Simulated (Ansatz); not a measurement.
Gas-phase reaction in SMILES: [SbH3] (SbH3) -> [SbH2] (SbH2) + H atom (the H-Sb bond at the site shown breaks; other sites are not compared here)
Structures are relaxed separately at B3LYP-D3(BJ)/def2-TZVP in Ansatz (a first-principles code).

Wanted: bond dissociation energy (electronic energy difference), in kcal/mol. Valence correlation only, unless marked. UHF or UKS for open shells. Spin-orbit coupling is left out. Frozen are the shells of the preceding noble gas and the d and f shells that filled before the atom's block. In def2 rows, elements after Kr have scalar-relativistic effective core potentials. Basis-set limits of correlation are two-point, X^-3; Hartree-Fock from the larger set.

```
level                                        program  bond dissociation energy (kcal/mol)
------------------------------------  --------------  -----------------------------------
PBE-D3(BJ)/def2-TZVPD                 Ansatz + dftd3                                 68.9
BLYP-D3(BJ)/def2-TZVPD                Ansatz + dftd3                                 70.0
PBE0-D3(BJ)/def2-TZVP                 Ansatz + dftd3                                 68.1
PBE0-D3(BJ)/def2-TZVPD                Ansatz + dftd3                                 68.1
B2GP-PLYP-D4/def2-TZVPD               Ansatz + dftd4                                    …
CCSD(T)/CBS(def2-TZVPPD,def2-QZVPPD)          Ansatz                                    …
```

**Question.** What belongs in the gaps?

**Answer.** 
- B2GP-PLYP-D4/def2-TZVPD, bond dissociation energy (kcal/mol): 67.9
- CCSD(T)/CBS(def2-TZVPPD,def2-QZVPPD), bond dissociation energy (kcal/mol): 70.2
